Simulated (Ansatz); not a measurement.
propyne (C$_{3}$H$_{4}$), singlet, geometry from GFN2-xTB; SVWN5/6-31G in Ansatz (a first-principles code).

Here is a job for Ansatz.
Ansatz 0.2 input:
```yaml
crystal:
  periodic: [false, false, false]
  atoms:
    - {symbol: C, position_ang: [0.00251601, -0.00427449, 0.21384286]}
    - {symbol: C, position_ang: [-0.01028846, -0.01351722, 1.40987627]}
    - {symbol: C, position_ang: [0.00901665, 0.01179166, -1.23156806]}
    - {symbol: H, position_ang: [-0.03481017, -0.01436157, 2.45813969]}
    - {symbol: H, position_ang: [-0.01568984, 1.04063331, -1.59024389]}
    - {symbol: H, position_ang: [0.90833899, -0.47377787, -1.60942938]}
    - {symbol: H, position_ang: [-0.86530420, -0.51649354, -1.61137288]}
basis:
  gaussian:
    orbitals: 6-31G
    final_grid: {core_spheres: 6, valence_spheres: 12, degree: 29}
hamiltonian:
  xc: {name: SVWN5}
```

Problem. Write the output that Ansatz gives for this input, abridged.

Solution. 
```
Functional definition: SVWN5
509 factors; integrals over basis functions are off by at most 1.9e-4 eV
mean field evaluation 1: about -3136.9823 eV, gradient 4.8e1 eV
mean field evaluation 2: about -3134.6715 eV, gradient 5.6e1 eV
mean field evaluation 4: about -3143.2301 eV, gradient 3.5e0 eV
mean field evaluation 8: about -3143.2493 eV, gradient 1.4e-1 eV
mean field -3143.24936928 eV, -115.5122837500 hartree, gradient 2.6e-5 eV, S^2 0.000000; 0 other end points of the search recorded, 0 dependent functions left out
reference -3143.24938899 eV, -115.5122844744 hartree; 11, 11 occupied and 24, 24 virtual orbitals, 509 factors
Total energy: -3143.24938899 eV, -115.5122844744 hartree
```
